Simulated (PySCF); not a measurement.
PySCF 2.14 output of an unrestricted r2SCANh calculation on a single atom or ion in aug-cc-pCVTZ, with no relativity, point nucleus:

```
SCF conv_tol = 1e-09
number electrons alpha = 6  beta = 5
    M. Bursch, H. Neugebauer, S. Ehlert, and S. Grimme.,  J. Chem. Phys. 156, 134105 (2022)
cycle= 1 E= -199.455911643019  delta_E= -0.0021  |g|= 0.0059  |ddm|= 0.23
cycle= 2 E= -199.455927101639  delta_E= -1.55e-05  |g|= 0.00229  |ddm|= 0.0149
cycle= 3 E= -199.455928372428  delta_E= -1.27e-06  |g|= 0.000535  |ddm|= 0.00443
cycle= 4 E= -199.455928538952  delta_E= -1.67e-07  |g|= 5.17e-05  |ddm|= 0.00133
cycle= 5 E= -199.455928550404  delta_E= -1.15e-08  |g|= 2.25e-06  |ddm|= 0.000472
cycle= 6 E= -199.455928550407  delta_E= -3.47e-12  |g|= 2.03e-07  |ddm|= 7.7e-06
converged SCF energy = -199.455928550407  <S^2> = 0.75000314  2S+1 = 2.0000031
```

The run itself started from symmetry-adapted Hartree-Fock orbitals and held the occupation by maximum overlap, on a logarithmic radial grid, so the iterations belong to that start.

Which element, charge and spin multiplicity is this?

Mg⁺ (magnesium, charge +1), multiplicity 2; the state was [Ne] 3d1, 2D determinant (an excited configuration).

The outer electron is Rydberg-like, and this basis confines it to a smaller radius and binds it less than a complete one would.
